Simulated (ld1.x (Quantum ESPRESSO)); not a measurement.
## Before and after: PAW potential for nitrogen

```json
{
  "Element": "N",
  "Generator": "ld1.x (Quantum ESPRESSO) 7.5",
  "Type": "PAW",
  "Functional": "Wu–Cohen",
  "Relativity": "scalar-relativistic",
  "Frozen core": "[He]",
  "Valence charge": "5",
  "Reference configuration": "2s2 2p3",
  "Partial waves": "2s (bound): rcut 0.90, rcutus 1.10 bohr; 2s channel at 1.8 Ry: rcut 0.90, rcutus 1.10 bohr; 2p (bound): rcut 0.95, rcutus 1.35 bohr; 2p channel at 1.65 Ry: rcut 0.95, rcutus 1.35 bohr; 3d channel at 0.05 Ry: rcut 1.15, rcutus 1.30 bohr",
  "Local potential": "all-electron potential smoothed inside 0.90 bohr (lloc = -2)",
  "Core correction": "Bessel-smoothed model core inside 1.15 bohr",
  "Augmentation charge": "PSQ, inside the norm-conserving radii"
}
```

All-electron outer shells of the reference configuration (Wu–Cohen, scalar-relativistic, ld1.x):

```csv
shell,level (eV),outermost node (bohr),outermost maximum (bohr)
1s,-383.97,–,0.15
2s,-18.47,0.32,1.02
2p,-7.05,–,0.97
```

Change: non-relativistic; added wave 3d channel at 2.35 Ry: rcut 1.15, rcutus 1.30 bohr.

Cutoffs: the cutoffs (Ry, on a coarse ladder) from which the occupation-weighted sum of valence levels, in a spherical-Bessel basis at the reference potential, stays within 10 and 1 mRy of its value at 400 Ry; they do not see the model core or the augmentation charge, which bear on the density cutoff. Errors are all-electron minus pseudo energies relative to the spin-unpolarised reference configuration.

Task: Predict the effect on cutoff, ghosts and configuration errors.

Result: The potential gets neither clearly harder nor softer (35 Ry and 45 Ry → 35 Ry and 45 Ry); of the 7 tests that both files solve, the error grows in 0 and shrinks in 5 by more than 15 % and 0.3 meV (median size 1.3 → 0.7 meV); neither file shows a bound ghost.

| quantity | base | changed |
| --- | --- | --- |
| cutoff, loose | 35 Ry | 35 Ry |
| cutoff, tight | 45 Ry | 45 Ry |
| bound ghosts | none | none |
| error for 2s2 2p2, meV [ΔE 13.56 → 13.57 eV] | -0.6 | -0.1 |
| error for 2s2 2p1, meV [ΔE 42.38 → 42.39 eV] | -2.4 | -1.3 |
| error for 2s2 2p0, meV [ΔE 89.37 → 89.39 eV] | -9.4 | -7.7 |
| error for 2s1 2p3, meV [ΔE 25.27 → 25.24 eV] | -1.3 | -0.7 |
| error for 2s0 2p5, meV [ΔE 22.88 → 22.82 eV] | -2.0 | -1.6 |
| error for 2s2 2p3.3, meV [ΔE -1.61 eV] | +0.1 | 0.0 |
| error for 2s2 2p2.5, meV [ΔE 5.08 eV] | -0.2 | 0.0 |
| s: phases at 1.51 bohr within 0.05 rad from the reference energy up to (Ry; the scan ends near 5) | to the end of the scan | to the end of the scan |
| p: phases at 1.51 bohr within 0.05 rad from the reference energy up to (Ry; the scan ends near 5) | to the end of the scan | to the end of the scan |
| d: phases at 1.51 bohr within 0.05 rad from the reference energy up to (Ry; the scan ends near 5) | to the end of the scan | to the end of the scan |
| lowest overlap eigenvalue by channel | s 0.55, p 0.96, d 0.65 | s 0.55, p 0.96, d 0.93 |
